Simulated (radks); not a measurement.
Spherical jellium clusters: N electrons in a uniform positive sphere of charge N and radius rs N^(1/3), rs = 3.73 bohr. Method: non-relativistic Kohn-Sham, PBE, spin-polarised, spherical densities; computed with a radial shooting solver with Libxc functionals. Levels are named by radial order and angular momentum (1s, 1p, 1d, 2s, ...), and open shells are averaged over m.

N = 6, configuration 1s2 1p(up 3, down 1). This is the lowest configuration that the search found. Occupied and some empty levels:

level    occupation  eigenvalue (eV)  <r> (bohr)
1s up             1          -4.8708       4.732
1s down           1          -4.4741       4.524
1p up             3          -3.2978       5.800
1p down           1          -2.7641       5.820
1d up             0          -1.4678       7.042
2s up             0          -1.0739       7.999
1d down           0         -0.96436       7.371
2s down           0         -0.87437       8.203

Energy (eV): total -9.99943, kinetic 11.817, external -167.52, Hartree 81.321, exchange-correlation -22.337, background 86.719.
